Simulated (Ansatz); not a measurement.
Reactions of `O[SiH](O)O[Si](O)(F)F`.

Computed with Ansatz on PBE0-D4/def2-TZVP structures; ΔE is electronic, products minus reactants. CCSD(T)/CBS is the MP2 limit (def2-TZVPP, def2-QZVPP) plus CCSD(T) − MP2 in def2-TZVPP, frozen cores. This one scheme is used for every species, atoms too. DFT in def2-TZVPP. No spin–orbit coupling; open shells (•) take unrestricted orbitals. Spin–orbit coupling would lower the free atoms: a little for F, O, Si. One conformer a species, not always the lowest.

```csv
reaction,PBE0-D4 (kcal/mol),r2SCAN-D4 (kcal/mol),ωB97X-V (kcal/mol),ωB97M-V (kcal/mol)
`O[SiH](O)O[Si](O)(F)F` + H₂ → `O[SiH](F)F` + `O[SiH](O)O`,26.8,29.2,27.3,28.0
`O[SiH](O)O[Si](O)(F)F` + H₂O → `O[Si](O)(F)F` + `O[SiH](O)O`,5.9,5.4,5.6,5.7
`O[SiH](O)O[Si](O)(F)F` + CH₃OH → `CO[Si](O)(F)F` + `O[SiH](O)O`,5.5,5.1,5.1,5.2
`O[SiH](O)O[Si](O)(F)F` + `Cl[SiH2]Cl` → `O[SiH](O)[SiH](Cl)Cl` + `O[Si](O)(F)F`,32.8,35.9,36.0,37.5
`O[SiH](O)O[Si](O)(F)F` + H₂S → `O[SiH](O)S` + `O[Si](O)(F)F`,16.9,18.2,19.0,19.1
`O[SiH](O)O[Si](O)(F)F` + H–F → `O[Si](F)(F)F` + `O[SiH](O)O`,-2.1,-3.6,-3.0,-2.9
`O[SiH](O)O[Si](O)(F)F` + `C[SiH2]N` → `C[SiH2]N[SiH](O)O` + `O[Si](O)(F)F`,13.8,14.7,14.6,14.5
`O[SiH](O)O[Si](O)(F)F` → 2 F• + 4 H• + 4 O• + 2 Si•,1238.8,1262.6,1261.4,1264.1
`O[SiH](O)O[Si](O)(F)F` → `[O][Si](O)(F)F`• + `O[SiH]O`•,145.0,143.4,149.4,151.6
`O[SiH](O)O[Si](O)(F)F` + H–F → `O[SiH](O)O[Si](F)(F)F` + H₂O,-6.7,-7.6,-7.3,-7.1
```

(1) Give the CCSD(T)/CBS values in the same order. (Estimate.)

Largest T1 diagnostic: 0.015, for `O[SiH]O`•.

## Answers

(1) The calculation gave: 28.2, 6.6, 5.4, 37.1, 19.3, -2.2, 14.4, 1272.3, 153.8, -7.6 kcal/mol.
